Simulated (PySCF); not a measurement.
# A small calculation by hand: dipole moment from atomic charges

Bi(Me)(TeH)2 (CH5BiTe2), SMILES [TeH][Bi]([TeH])[CH3]. Atoms are numbered in the order given.

```xyz
9

Bi    -0.4513    -0.2637     0.8227
C     -1.9189    -1.4216    -0.5168
H     -1.9092    -2.4776    -0.2132
H     -1.6108    -1.3201    -1.5650
H     -2.9161    -0.9849    -0.3733
Te    -0.7489     2.2161    -0.6744
H     -0.9870     1.3800    -2.1023
Te     1.7784    -1.5497    -0.5078
H      2.8656    -0.8360     0.5440
```

Geometry optimised at B3LYP-D3(BJ)/def2-SVP. The structure was generated by enumeration; whether it is a known compound was not checked. The def2 effective core potentials stand for the cores of Bi, Te; spin–orbit coupling is left out.

Charges (e) from M06-2X/def2-TZVP run with PySCF:

| atom | ESP fit | Mulliken |
|---|---|---|
| Bi1 | 0.385 | 0.598 |
| C2 | -0.465 | -0.661 |
| H3 | 0.156 | 0.172 |
| H4 | 0.167 | 0.175 |
| H5 | 0.112 | 0.176 |
| Te6 | -0.237 | -0.312 |
| H7 | 0.068 | 0.077 |
| Te8 | -0.253 | -0.301 |
| H9 | 0.068 | 0.075 |

The dipole moment of the full density is 2.56 D.

Q: What dipole moment does each set of point charges give, and which comes closer to that of the density?

A: 
μ = Σ q r, and 1 e Å = 4.8032 D.
ESP fit: Σ q r = (-0.320, -0.254, 0.403) e Å, |μ| = 2.76 D.
Mulliken: Σ q r = (-0.288, -0.230, 0.700) e Å, |μ| = 3.80 D.
ESP fit comes closer in size. Point charges leave out the atoms' own dipoles (lone pairs, polarised bonds); fits to the potential absorb them, partitions of the density don't.
